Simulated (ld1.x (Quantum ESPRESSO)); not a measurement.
What the settings do to the TM semilocal potential of gallium (Ga)

Base potential:

* Element: Ga (Z = 31)
* Generator: ld1.x (Quantum ESPRESSO) 7.5
* Type: norm-conserving Troullier–Martins (semilocal form)
* Functional: BP86
* Relativity: scalar-relativistic
* Frozen core: [Ar]
* Valence charge: 13
* Reference configuration: 3d10 4s1.5 4p0 (charge +1.5)
* Partial waves: 4s (bound): rc 1.85 bohr; 4p (bound, empty): rc 2.20 bohr; 3d (bound): rc 0.80 bohr
* Local potential: the d channel
* Core correction: Bessel-smoothed model core inside 0.60 bohr

Cutoffs, loose and tight: the cutoffs (Ry, on a coarse ladder) from which the occupation-weighted sum of valence levels, in a spherical-Bessel basis at the reference potential, stays within 10 and 1 mRy of its value at 400 Ry. They do not see the model core or the augmentation charge, which bear on the density cutoff. Test errors are all-electron minus pseudo excitation energies from the reference, over the configurations 3d10 4s2 4p1; 3d10 4s2 4p0; 3d10 4s1 4p0; 3d10 4s0 4p3; 3d10 4s1 4p2; 3d10 4s2 4p0.5; 3d10 4s2 4p1.3. A dash means not determined; rows that change the core or the reference have their own tests.

Cutoffs are not given where the Bessel-basis levels miss the radial ones by over 6 mRy, ghosts where they miss by over 20 mRy; a channel whose overlap is not positive is not tested.

A semilocal file is local in each channel, so a ghost entry of none says nothing of the separable form that plane-wave codes build from it.

```tsv
change	outcome	bound ghosts	largest test error (meV)
base	generated	none	-3.9
wave 4s (bound): rc 1.85 bohr becomes 4s (bound): rc 1.32 bohr	generated	none	-4.9
wave 4s (bound): rc 1.85 bohr becomes 4s (bound): rc 1.62 bohr	generated	none	-3.9
wave 4s (bound): rc 1.85 bohr becomes 4s (bound): rc 1.82 bohr	generated	none	-3.9
wave 4s (bound): rc 1.85 bohr becomes 4s (bound): rc 2.18 bohr	generated	none	-14
wave 4s (bound): rc 1.85 bohr becomes 4s (bound): rc 2.50 bohr	generated	none	-31
```

Task: What comes out with this change to the base: wave 4s (bound): rc 1.85 bohr becomes 4s (bound): rc 2.80 bohr?

Result: outcome: generated; bound ghosts: none; largest test error (meV): -56.

Reading the sweep of the s radius (base included, trends over the rows without a ghost): The median size of the test errors (rows with all tests solved) is not monotonic: lowest 0.5 meV at 1.85 bohr, highest 10.8 meV at 2.8 bohr.
